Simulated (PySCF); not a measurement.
# Two-component Hartree-Fock for Te⁺ (tellurium, charge +1)

Start: [Kr] 4d10 5s2 5p3; 5p3/2 filled at m_j = -1/2, +1/2, +3/2. Calculated with PySCF 2.14 in x2c-TZVPall-2c with one added diffuse shell each of s, p, d, f type (9s10p6d3f, 90 functions): generalised Hartree-Fock with the X2C-1e Hamiltonian and a Gaussian nucleus; one run each with spin-orbit coupling (SO) switched off, then screened by Boettger's factors. This is a chosen level, not necessarily the ground level.

```json
{"spinor shell": "1s1/2", "electrons": "2", "ε, spin-free (eV)": "-31982.0", "ε, screened SO (eV)": "-31978.6", "weight of nominal j (screened SO)": "1.000", "rms radius, screened SO (bohr)": "0.0318"}
{"spinor shell": "2s1/2", "electrons": "2", "ε, spin-free (eV)": "-5009.6", "ε, screened SO (eV)": "-5008.6", "weight of nominal j (screened SO)": "1.000", "rms radius, screened SO (bohr)": "0.130"}
{"spinor shell": "2p1/2", "electrons": "2", "ε, spin-free (eV)": "-4490.9", "ε, screened SO (eV)": "-4681.6", "weight of nominal j (screened SO)": "1.000", "rms radius, screened SO (bohr)": "0.112"}
{"spinor shell": "3s1/2", "electrons": "2", "ε, spin-free (eV)": "-1045.9", "ε, screened SO (eV)": "-1045.6", "weight of nominal j (screened SO)": "1.000", "rms radius, screened SO (bohr)": "0.343"}
{"spinor shell": "3p1/2", "electrons": "2", "ε, spin-free (eV)": "-873.23", "ε, screened SO (eV)": "-909.80", "weight of nominal j (screened SO)": "1.000", "rms radius, screened SO (bohr)": "0.336"}
{"spinor shell": "3p3/2", "electrons": "4", "ε, spin-free (eV)": "-873.23", "ε, screened SO (eV)": "-856.49", "weight of nominal j (screened SO)": "1.000", "rms radius, screened SO (bohr)": "0.347"}
{"spinor shell": "3d3/2", "electrons": "4", "ε, spin-free (eV)": "-612.72", "ε, screened SO (eV)": "-619.07", "weight of nominal j (screened SO)": "1.000", "rms radius, screened SO (bohr)": "0.320"}
{"spinor shell": "3d5/2", "electrons": "6", "ε, spin-free (eV)": "-612.72", "ε, screened SO (eV)": "-608.15", "weight of nominal j (screened SO)": "1.000", "rms radius, screened SO (bohr)": "0.323"}
{"spinor shell": "4s1/2", "electrons": "2", "ε, spin-free (eV)": "-202.33", "ε, screened SO (eV)": "-202.21", "weight of nominal j (screened SO)": "1.000", "rms radius, screened SO (bohr)": "0.815"}
{"spinor shell": "4p1/2", "electrons": "2", "ε, spin-free (eV)": "-146.30", "ε, screened SO (eV)": "-153.30", "weight of nominal j (screened SO)": "0.999", "rms radius, screened SO (bohr)": "0.858"}
{"spinor shell": "4p3/2", "electrons": "4", "ε, spin-free (eV)": "-146.30", "ε, screened SO (eV)": "-143.01", "weight of nominal j (screened SO)": "1.000", "rms radius, screened SO (bohr)": "0.887"}
{"spinor shell": "4d3/2", "electrons": "4", "ε, spin-free (eV)": "-62.074", "ε, screened SO (eV)": "-62.986", "weight of nominal j (screened SO)": "0.985", "rms radius, screened SO (bohr)": "1.04"}
{"spinor shell": "4d5/2", "electrons": "6", "ε, spin-free (eV)": "-62.074", "ε, screened SO (eV)": "-61.327", "weight of nominal j (screened SO)": "0.990", "rms radius, screened SO (bohr)": "1.05"}
{"spinor shell": "5s1/2", "electrons": "2", "ε, spin-free (eV)": "-28.203", "ε, screened SO (eV)": "-28.171", "weight of nominal j (screened SO)": "1.000", "rms radius, screened SO (bohr)": "2.21"}
{"spinor shell": "5p3/2", "electrons": "3", "ε, spin-free (eV)": "-18.823", "ε, screened SO (eV)": "-18.825", "weight of nominal j (screened SO)": "0.583", "rms radius, screened SO (bohr)": "2.64"}
```

Question: Where does 2p3/2 lie, and what is the 2p spin-orbit splitting (screened SO)?

Answer: At -4404.5 eV, 277.06 eV above 2p1/2.

```
   quantity    spin-free  screened SO
E (hartree)  -6789.67803  -6791.56767
        M_J          3/2          3/2
       ⟨J²⟩        3.752        3.755
       ⟨L²⟩        0.000        0.101
       ⟨S²⟩        3.752        3.660
```

Each row is a mean over spinors that exchange with the open shell spreads, by up to 6.962 eV (5s1/2).

Rows whose weight is well below 1 are mixtures of j = l ± 1/2: exchange outweighs spin-orbit coupling there, and the label is only the starting occupation.

Breit and QED terms are absent; they matter most for the inner s and p1/2 levels.

Densities and radii are taken from the X2C orbitals without a picture-change correction, which distorts them close to the nucleus.

Without spin-orbit coupling the j labels of p, d and f shells carry no meaning; the spin-free column gives the mean over the occupied spinors of each nl shell.
